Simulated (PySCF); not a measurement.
**Structure from NMR data**

The spectra below were simulated for a compound C5H11NOSi.

$^{1}$H NMR (500 MHz, computed): δ 7.11 (m, 1H), 5.85 (m, 1H), 4.84 (br, 1H), 4.23 (d, 3H), 3.03 (d, 3H), 3.02 (d, 2H).

$^{13}$C{$^{1}$H} NMR (computed): δ 168.4, 161.2, 122.4, 48.7, 26.6.

Fast rotation and ring inversion assumed for equivalent nuclei, relativity neglected, gas phase, a single conformation. GFN2-xTB structure; σ from GIAO-PBE0/pcSseg-1; PySCF 2.14.

References, each an isolated molecule treated in the same way: $^{1}$H, $^{13}$C against TMS.

Choose the structure that fits.
A. C=C[C@H](C)NC(=O)[SiH3]
B. CNC(=O)C/C=C\[SiH3]
C. C[SiH2]C(=O)C1CNC1

## Answers

B. 

Rings plus π bonds: 2 (no ring in the answer). 5 carbon signals for 5 carbons: no two carbons are equivalent. Carbon types of the structure: 1 × C, 2 × CH, 1 × CH2, 1 × CH3, leaving 4 H on heteroatoms. δC 168.4: amide carbonyl carbon; lone-pair donation from the attached heteroatom keeps it upfield of a ketone carbonyl. δC 161.2, 122.4: alkene CH; the olefinic region. δC 48.7: sp3 CH2 α to a carbonyl; α to the electron-withdrawing carbonyl group. δC 26.6: methyl carbon bonded to N; deshielded by the electronegative neighbour. δH 4.84: hydrogen on an amide-type nitrogen; exchangeable, gas-phase position.

The others: C[SiH2]C(=O)C1CNC1 would give 4 carbon signals, not 5; C=C[C@H](C)NC(=O)[SiH3] would give 6 signals for carbon-bound and other non-exchanging H, not 5.

The OH or NH signal is concentration- and solvent-dependent in practice; the value given is the gas-phase one. Amide-type NH protons are broadened by 14N but still split neighbouring CH signals. Shifts are as computed. Against solution values, carbons near 30 ppm lie about +3 ppm off and those near 130 ppm about +5 ppm. Of 1309 compounds with measured shifts, 239 miss one by over three times the rms of a fit or turn the order of signals round; such compounds aren't used in these exercises. Hydrogen bonding in solution deshields acid and N–H amide carbonyl carbons by as much as 10 ppm beyond these values. Multiplicities follow the n + 1 count of equivalent neighbours, as no J values were calculated; m marks all less simple cases, F and P coupling included.
